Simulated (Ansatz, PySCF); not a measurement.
F$_{4}$Se, triplet, geometry from GFN2-xTB (a higher spin typed on purpose: for a closed-shell molecule this is an excited state). Base run: PBE/STO-3G (PySCF).

Geometry (Å):
```xyz
5

Se     0.0000     0.0000     0.0000
F      1.1128     1.5218    -0.0079
F      1.5218    -1.1128     0.0064
F     -1.1128    -1.5218     0.0079
F     -1.5218     1.1128    -0.0064
```
Charge 0, spin multiplicity 3.
Orbitals are unrestricted.
All else is at PySCF's defaults.

The same geometry, method and basis name were run in Ansatz (a quantum-chemistry and plane-wave program) and PySCF, at each program's defaults and at the settings that a row names. The base is PySCF at its defaults. Differences at the defaults can come from grids, fitting, cores and function types together.

| code and settings | ΔE vs base (mEh) | basis functions | E (Eh) | SCF cycles |
|---|---|---|---|---|
| PySCF, defaults (exact integrals, its default grid, spherical functions) | 0.000 | 38 | -2767.41080 | 9 |
| Ansatz, defaults (factorised integrals, its default grid, spherical functions) | 0.052 | 38 | -2767.41075 | - |
| PySCF, density fitting with def2-universal-jkfit | -3.433 | 38 | -2767.41423 | 9 |
| PySCF, fine grid | 0.023 | 38 | -2767.41078 | 9 |
| Ansatz, high accuracy | 0.050 | 38 | -2767.41075 | - |

Open shells are given as the SCF converged; they aren't shown to be the lowest states, and a large step between rows can be another state.
